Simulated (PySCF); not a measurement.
Atom-mapped SMILES (the numbers label the heavy atoms): `[N:1]#[C:2][CH2:3][Si:4]([OH:5])([OH:6])[O:7][CH:8]=[O:9]`. Each H is labelled by its parent atom.

- PBE0/pcSseg-1 with gauge-including orbitals
- GFN2-xTB geometry
- program: PySCF
- equivalent nuclei averaged, one computed conformer, non-relativistic Hamiltonian, no solvent

Referencing at the same level of theory: 13C (σ = 186.93 ppm) and 1H (σ = 31.72 ppm) and 29Si (σ = 349.16 ppm) against TMS; 15N (σ = 267.73 ppm) vs NH3; H2O for 17O (σ = 336.08 ppm).

```csv
atoms,nucleus,count,δ (ppm)
H(C3),1H,2,1.70
O9,17O,1,444.1
C2,13C,1,?
C3,13C,1,2.5
O7,17O,1,235.6
O5/O6,17O,2,62.3
Si4,29Si,1,-51.6
C8,13C,1,?
H(O5)/H(O6),1H,2,4.00
N1,15N,1,?
H(C8),1H,1,8.06
```

Question: Fill in the missing shifts.

Answer: 
- C8: 165.7 ppm, carbonyl carbon
- C2: 121.1 ppm, nitrile carbon; C≡N carbons fall here, among the sp2 signals but without a proton
- N1: 297.0 ppm, nitrile nitrogen

Exchangeable OH/NH protons stand at their gas-phase positions; hydrogen bonding in a real sample shifts them, mostly to higher δ. Shifts are as computed. Against solution values, carbons near 30 ppm lie about +3 ppm off and those near 130 ppm about +5 ppm. Of 1309 compounds with measured shifts, 239 miss one by over three times the rms of a fit or turn the order of signals round; such compounds aren't used in these exercises. Unscaled 17O shifts of doubly bonded oxygen tend to come out too high, by tens of ppm or more. Experimental scales use liquid or dissolved standards, which lie at an offset from isolated NH3 (liquid NH3: subtract about 20 ppm) and H2O (liquid H2O: subtract about 36 ppm). Unscaled 15N shifts of sp2 nitrogen come out 20 to 40 ppm too high even then.
